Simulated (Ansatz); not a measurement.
Abridged output of a molecular run in Ansatz:

```
Functional definition: HF
664 factors; integrals over basis functions are off by at most 1.3e-3 eV
mean field evaluation 1: about -58006.2591 eV, gradient 1.8e1 eV
mean field evaluation 2: about -58006.2799 eV, gradient 1.8e1 eV
mean field evaluation 4: about -58008.6618 eV, gradient 2.4e0 eV
mean field evaluation 8: about -58008.7483 eV, gradient 1.7e-1 eV
mean field evaluation 16: about -58008.6148 eV, gradient 2.7e0 eV
mean field -58008.74905595 eV, -2131.7822080637 hartree, gradient 2.6e-6 eV, S^2 0.759642; 3 other end points of the search recorded, 0 dependent functions left out
10 core orbitals not correlated: weight in the atoms' cores, before any rotation towards them, 1.000 or more for the frozen orbitals, at most 0.000 for the correlated occupied ones
reference -58008.74905595 eV, -2131.7822080637 hartree; 12, 11 occupied and 44, 45 virtual orbitals, 664 factors
second order -10.12741331 eV of doubles, -0.00000000 eV of singles
cycle   1  -10.40944425 eV  change   -2.8e-1 eV  update   7.9e-2
cycle   2  -10.78473595 eV  change   -3.8e-1 eV  update   2.6e-2
cycle   3  -10.84518232 eV  change   -6.0e-2 eV  update   1.3e-2
cycle   4  -10.84385915 eV  change    1.3e-3 eV  update   4.9e-3
cycle   5  -10.84554709 eV  change   -1.7e-3 eV  update   2.2e-3
cycle   6  -10.84528750 eV  change    2.6e-4 eV  update   8.9e-4
cycle   7  -10.84562775 eV  change   -3.4e-4 eV  update   3.4e-4
cycle   8  -10.84569139 eV  change   -6.4e-5 eV  update   1.3e-4
cycle   9  -10.84566675 eV  change    2.5e-5 eV  update   5.2e-5
cycle  10  -10.84564904 eV  change    1.8e-5 eV  update   1.9e-5
perturbative correction -0.27453009 eV, -0.0100887949 hartree
Total energy: -58019.86923508 eV, -2132.1908671094 hartree
Checks for a lower state left out: cluster_reference
```

Its atoms:

Z-matrix (Å, degrees):
```
Ge
N 1 1.869
H 1 1.532 2 107.6
H 1 1.541 2 109.6 3 120.1
H 1 1.541 2 109.5 3 -120.0
H 2 1.026 1 107.9 3 -179.8
```

(1) Which basis set was used?
A. def2-TZVPP
B. def2-QZVPP
C. def2-SVP
D. def2-TZVPPD

(2) Write the keys of the input that set method, charge and spin (a neutral closed shell needs none for the last two).

Answers

(1) C. It gives 66 functions.

(2) 
```yaml
magnetization: {spin_polarized: true, initial_magnetization: 1}
correlation: {method: ccsd_t}
scf: {omitted_lower_state_checks: [cluster_reference]}
```
